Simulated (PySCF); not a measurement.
Sn(F)2(Cl)(OMe) (CH₃ClF₂OSn), SMILES C[O][Sn]([F])([F])[Cl].

Geometry: PBE0-D3(BJ)/def2-SVP. The structure was generated by enumeration; whether it is a known compound was not checked. The def2 effective core potentials stand for the cores of Sn; spin–orbit coupling is left out. The values are those of a single conformer.

Two levels are set side by side: TDA-PBE/def2-SVPD (PySCF) and TDA-M06-2X/def2-SVPD (PySCF). Vertical, same geometry. The lowest singlet is HOMO→LUMO 100 % with PBE and HOMO→LUMO 92 % with the other functional; states are paired by order. Differences are taken from unrounded values.

```
quantity                               TDA-M06-2X
-------------------------------------  ----------
lowest singlet excitation (eV)               5.15
lowest triplet excitation (TDA) (eV)         4.73
first bright state (f over 0.05) (eV)        6.10
its oscillator strength                      0.11
```

Question: What does TDA-PBE give, and how far is it from TDA-M06-2X? (The exact figures need the calculation; the answer reports its results.)

Answer: 
```
quantity                               TDA-PBE  TDA-PBE minus TDA-M06-2X
-------------------------------------  -------  ------------------------
lowest singlet excitation (eV)            3.37                     -1.77
lowest triplet excitation (TDA) (eV)      3.06                     -1.67
first bright state (f over 0.05) (eV)     4.50                     -1.60
its oscillator strength                   0.10                     -0.01
```

Functionals without exact exchange tend to place singlet excitations lower, as here. Differences between two approximate levels are no errors against the true value.

Rough cost on one machine, each run with all the roots and properties that it gave: TDA-M06-2X against TDA-PBE about 7 times.
